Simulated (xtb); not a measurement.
F$_{3}$MoO, charge +1, singlet, from a rough starting geometry (GFN-xTB shapes and energies of metal compounds can be far from the true ones) (the multiplicity is a formal guess); GFN2-xTB run with xtb.

xtb was given this input:
```
$ xtb mol.xyz --gfn 2 --chrg 1 --opt vtight --json

# file mol.xyz
5

Mo    -0.05947838    -0.03132715     0.02209886
O      1.02099452     0.51931849    -1.15049741
F      0.93624621    -0.84953661     1.14469518
F     -1.14364749    -1.02685903    -0.72386227
F     -0.74639817     1.44379889     0.74330463
```

What the program printed (banner, timings and long lists left out):

```
   ID    Z sym.   atoms
    1   42 Mo     1
    2    8 O      2
    3    9 F      3-5

           -------------------------------------------------
          |                Calculation Setup                |
           -------------------------------------------------

           -------------------------------------------------
          |                 G F N 2 - x T B                 |
           -------------------------------------------------

          ...................................................
          :                      SETUP                      :
          :.................................................:
          :  # basis functions                  26          :
          :  # atomic orbitals                  25          :
          :  # shells                           11          :
          :  # electrons                        32          :
          :  max. iterations                   250          :
          :  Hamiltonian                  GFN2-xTB          :
          :  restarted?                      false          :
          :  GBSA solvation                  false          :
          :  PC potential                    false          :
          :  electronic temp.          300.0000000     K    :
          :  accuracy                    1.0000000          :
          :  -> integral cutoff          0.2500000E+02      :
          :  -> integral neglect         0.1000000E-07      :
          :  -> SCF convergence          0.1000000E-05 Eh   :
          :  -> wf. convergence          0.1000000E-03 e    :
          :  Broyden damping             0.4000000          :
          :  net charge                          1          :
          :  unpaired electrons                  0          :
          ...................................................

 iter      E             dE          RMSdq      gap      omega  full diag
   1    -19.9085186 -0.199085E+02  0.102E+01    4.45       0.0  T
   2    -19.9015354  0.698315E-02  0.792E+00    5.12       1.0  T
   3    -19.9603964 -0.588610E-01  0.565E+00    4.00       1.0  T
   4    -19.9663009 -0.590441E-02  0.325E+00    4.08       1.0  T
   5    -19.9695756 -0.327476E-02  0.171E+00    4.33       1.0  T
   6    -19.9727150 -0.313941E-02  0.349E-01    4.12       1.0  T
   7    -19.9728675 -0.152491E-03  0.130E-01    4.15       1.0  T
   8    -19.9728784 -0.108666E-04  0.102E-01    4.17       1.0  T
   9    -19.9728878 -0.944805E-05  0.171E-02    4.16       2.6  T
  10    -19.9728880 -0.124822E-06  0.232E-03    4.16      19.3  T
  11    -19.9728880  0.385008E-09  0.226E-03    4.16      19.8  T
  12    -19.9728880 -0.265720E-08  0.186E-03    4.16      24.1  T
  13    -19.9728880 -0.151320E-08  0.252E-04    4.16     177.3  T
  14    -19.9728880 -0.578062E-10  0.184E-04    4.16     243.1  T

   *** convergence criteria satisfied after 14 iterations ***

         :::::::::::::::::::::::::::::::::::::::::::::::::::::
         ::                     SUMMARY                     ::
         :::::::::::::::::::::::::::::::::::::::::::::::::::::
         :: total energy             -19.920987148873 Eh    ::
         :: gradient norm              0.098458210000 Eh/a0 ::
         :: HOMO-LUMO gap              4.164726410869 eV    ::
         ::.................................................::
         :: SCC energy               -19.972887617146 Eh    ::
         :: -> isotropic ES            0.267184855382 Eh    ::
         :: -> anisotropic ES          0.001182399278 Eh    ::
         :: -> anisotropic XC          0.005114331505 Eh    ::
         :: -> dispersion             -0.002395283987 Eh    ::
         :: repulsion energy           0.051900468273 Eh    ::
         :: add. restraining           0.000000000000 Eh    ::
         :: total charge               1.000000000000 e     ::
         :::::::::::::::::::::::::::::::::::::::::::::::::::::

      -----------------------------------------------------------
     |                   =====================                   |
     |                        A N C O P T                        |
     |                   =====================                   |
     |               Approximate Normal Coordinate               |
     |                Rational Function Optimizer                |
      -----------------------------------------------------------
      -----------------------------------------------------------
     |                   =====================                   |
     |                        A N C O P T                        |
     |                   =====================                   |
     |               Approximate Normal Coordinate               |
     |                Rational Function Optimizer                |
      -----------------------------------------------------------

          ...................................................
          :                      SETUP                      :
          :.................................................:
          :   optimization level         verytight          :
          :   max. optcycles                   200          :
          :   ANC micro-cycles                  20          :
          :   degrees of freedom                 9          :
          :.................................................:
          :   RF solver                   davidson          :
          :   write xtbopt.log                true          :
          :   linear?                        false          :
          :   energy convergence         0.1000000E-06 Eh   :
          :   grad. convergence          0.2000000E-03 Eh/α :
          :   maxmium RF displ.          1.0000000          :
          :   Hlow (freq-cutoff)         0.1000000E-01      :
          :   Hmax (freq-cutoff)         5.0000000          :
          :   S6 in model hess.         20.0000000          :
          ...................................................

generating ANC from exact Hessian ...
[...]
 * total energy  :   -19.9209871 Eh     change       -0.4227374E-10 Eh
 * total energy  :   -19.9265088 Eh     change       -0.5521685E-02 Eh
 * total energy  :   -19.9281516 Eh     change       -0.1642734E-02 Eh
 * total energy  :   -19.9283130 Eh     change       -0.1614506E-03 Eh
 * total energy  :   -19.9283561 Eh     change       -0.4308316E-04 Eh
 * total energy  :   -19.9283654 Eh     change       -0.9334804E-05 Eh
 * total energy  :   -19.9283667 Eh     change       -0.1224419E-05 Eh
 * total energy  :   -19.9283668 Eh     change       -0.1533942E-06 Eh
 * total energy  :   -19.9283668 Eh     change       -0.3379729E-07 Eh
   *** GEOMETRY OPTIMIZATION CONVERGED AFTER 9 ITERATIONS ***
[...]
          :  -> wf. convergence          0.1000000E-03 e    :
          :  Broyden damping             0.4000000          :
          :  net charge                          1          :
          :  unpaired electrons                  0          :
          ...................................................

 iter      E             dE          RMSdq      gap      omega  full diag
   1    -19.9902308 -0.199902E+02  0.163E-04    4.37       0.0  T
   2    -19.9902308  0.919442E-11  0.180E-04    4.37     249.0  T
   3    -19.9902308 -0.213873E-10  0.357E-05    4.37    1252.0  T

   *** convergence criteria satisfied after 3 iterations ***

         :::::::::::::::::::::::::::::::::::::::::::::::::::::
         ::                     SUMMARY                     ::
         :::::::::::::::::::::::::::::::::::::::::::::::::::::
         :: total energy             -19.928366847657 Eh    ::
         :: gradient norm              0.000038478237 Eh/a0 ::
         :: HOMO-LUMO gap              4.371382159149 eV    ::
         ::.................................................::
         :: SCC energy               -19.990230473222 Eh    ::
         :: -> isotropic ES            0.269013439346 Eh    ::
         :: -> anisotropic ES          0.001006869195 Eh    ::
         :: -> anisotropic XC          0.004640012637 Eh    ::
         :: -> dispersion             -0.002405488023 Eh    ::
         :: repulsion energy           0.061863625565 Eh    ::
         :: add. restraining           0.000000000000 Eh    ::
         :: total charge               1.000000000000 e     ::
         :::::::::::::::::::::::::::::::::::::::::::::::::::::

           -------------------------------------------------
          |                Property Printout                |
           -------------------------------------------------

    * Orbital Energies and Occupations

         #    Occupation            Energy/Eh            Energy/eV
      -------------------------------------------------------------
         1        2.0000           -1.1860234             -32.2733
       ...           ...                  ...                  ...
         4        2.0000           -0.9701021             -26.3978
         5        2.0000           -0.8694112             -23.6579
         6        2.0000           -0.8694063             -23.6577
         7        2.0000           -0.8629695             -23.4826
         8        2.0000           -0.8559922             -23.2927
         9        2.0000           -0.8559827             -23.2925
        10        2.0000           -0.8523468             -23.1935
        11        2.0000           -0.8405202             -22.8717
        12        2.0000           -0.8405154             -22.8716
        13        2.0000           -0.8366363             -22.7660
        14        2.0000           -0.7858765             -21.3848
        15        2.0000           -0.7858752             -21.3848
        16        2.0000           -0.7759143             -21.1137 (HOMO)
        17                         -0.6152690             -16.7423 (LUMO)
        18                         -0.6152580             -16.7420
        19                         -0.5284370             -14.3795
        20                         -0.5176990             -14.0873
        21                         -0.5176743             -14.0866
        22                         -0.3330137              -9.0618
        23                         -0.0402758              -1.0960
        24                         -0.0308640              -0.8399
        25                         -0.0308408              -0.8392
      -------------------------------------------------------------
                  HL-Gap            0.1606453 Eh            4.3714 eV
             Fermi-level           -0.6955916 Eh          -18.9280 eV

     #   Z          covCN         q      C6AA      α(0)
     1  42 Mo       3.014     1.464   317.342    42.860
     2   8 O        0.804    -0.223    18.468     5.761
     3   9 F        0.737    -0.080    10.075     3.749
     4   9 F        0.737    -0.080    10.075     3.749
     5   9 F        0.737    -0.080    10.075     3.749

 Mol. C6AA /au·bohr⁶  :        936.221002
 Mol. C8AA /au·bohr⁸  :      59516.230879
 Mol. α(0) /au        :         59.866560

Wiberg/Mayer (AO) data.
largest (>0.10) Wiberg bond orders for each atom

 ---------------------------------------------------------------------------
     #   Z sym  total        # sym  WBO       # sym  WBO       # sym  WBO
 ---------------------------------------------------------------------------
     1  42 Mo   6.585 --     2 O    2.420     3 F    1.388     5 F    1.388
                             4 F    1.388
     2   8 O    2.658 --     1 Mo   2.420
     3   9 F    1.579 --     1 Mo   1.388
     4   9 F    1.579 --     1 Mo   1.388
     5   9 F    1.579 --     1 Mo   1.388
 ---------------------------------------------------------------------------

Topologies differ in total number of bonds
Writing topology from bond orders to xtbtopo.mol

molecular dipole:
                 x           y           z       tot (Debye)
 q only:       -0.282      -0.126       0.343
   full:       -0.840      -0.413       0.989       3.462
molecular quadrupole (traceless):
                xx          xy          yy          xz          yz          zz
 q only:       -0.093      -0.358       0.399       0.780       0.411      -0.306
  q+dip:       -0.090      -0.340       0.338       0.689       0.383      -0.248
   full:       -0.142      -0.543       0.575       1.145       0.618      -0.433

optimized geometry written to: xtbopt.xyz

           -------------------------------------------------
          | TOTAL ENERGY              -19.928366847657 Eh   |
          | GRADIENT NORM               0.000038478237 Eh/α |
          | HOMO-LUMO GAP               4.371382159149 eV   |
           -------------------------------------------------

normal termination of xtb
```
